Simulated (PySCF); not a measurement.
Computed properties of In(F)2(SH) (F2HInS), SMILES [F][In]([F])[SH]

In(F)2(SH) (F₂HInS), SMILES [F][In]([SH])[F]. Geometry optimised at B3LYP-D3(BJ)/def2-SVP. The def2 effective core potentials stand for the cores of In; spin–orbit coupling is left out. One conformer was computed; it need not be the lowest. All values are computed for the isolated molecule unless a solvent is named; none is compared with measurement here.

**Structure.** The optimised structure has Cs symmetry. All 9 harmonic modes at B3LYP-D3(BJ)/def2-SVP (PySCF) are real, so it is a minimum. With heavy atoms numbered as in [In:1]([F:2])([F:3])[SH:4], the shortest bond between them is In1–F2 at 1.953 Å and the longest In1–S4 at 2.388 Å.

**Vibrations.** The strongest infrared lines (harmonic, unscaled, degenerate partners summed) lie at 625 cm⁻¹ (62 km/mol, F 82 %, In 18 %), 606 cm⁻¹ (53 km/mol, F 89 %, In 11 %), 132 cm⁻¹ (32 km/mol, F 87 %, In 11 %). The softest mode is at 83 cm⁻¹ and the zero-point energy is 7.9 kcal/mol.

**Electronic structure.** r2SCAN/def2-TZVPD (PySCF) places the frontier levels at -7.56 and -3.64 eV, a gap of 3.92 eV, and gives a dipole moment of 2.62 D and a mean polarisability of 57.7 bohr³.

**Excitations.** TDDFT-ωB97X/def2-SVPD (PySCF) has S1 at 4.53 eV (273 nm, f = 0.016, weak); the most intense of the 10 singlets computed lies at 7.49 eV (f = 0.34). T1 (TDA) is at 4.15 eV. No vertical singlet excitation falls in the visible range (under 3.1 eV).
